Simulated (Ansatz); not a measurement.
Frontier orbitals of `C[O][GeH2]/[CH]=C/[Si](O)(O)OC`.

Cartesian coordinates in Å:
```
C 3.1160 -1.0358 -2.6186
O 1.7851 -1.0495 -3.0681
Ge 0.5189 -1.5950 -1.9369
C 0.3690 -0.3837 -0.4276
C -0.7047 0.3850 -0.2292
Si -0.8988 1.5323 1.2105
O -1.0898 3.0978 0.7786
O 0.4726 1.3700 2.0859
O -2.2556 1.1675 2.0523
C -2.5163 -0.0905 2.6337
H 3.7583 -0.7758 -3.4637
H 3.2798 -0.2910 -1.8284
H 3.4378 -2.0156 -2.2379
H 0.9061 -3.0152 -1.4657
H -0.7766 -1.5726 -2.7588
H 1.1872 -0.3287 0.2886
H -1.5258 0.3301 -0.9469
H -1.9730 3.4567 0.8768
H 0.7006 2.0913 2.6738
H -3.5387 -0.0862 3.0148
H -1.8325 -0.2906 3.4646
H -2.4197 -0.9003 1.9022
```

The species carries charge 0 and has multiplicity 1. Correlated methods include outer-core shells of Ge, which these sets cover unevenly. Scalar relativity is left out up to krypton. Geometry: relaxed with PBE0-D4/def2-TZVP. It is one conformer, not always the lowest. Basis def2-TZVPP, Ansatz.

Orbital energies of one run (eV). Highest occupied ones, from the top: -7.62, -8.22, -8.40, -8.82, -8.96, -9.43, -9.74, -10.04, -10.29, -10.76, -11.21, -11.35, -12.13, -12.43. Empty: -0.90, 1.12, 1.37, 1.69, 1.86, 2.29.

Q: Which functional gave them?
A. CAM-B3LYP
B. r2SCAN0
C. ωB97X-V
D. LDA (SPW92)

A: B. HOMO energies: r2SCAN0 -7.62, ωB97X-V -9.80, CAM-B3LYP -8.81, LDA (SPW92) -6.04 eV.
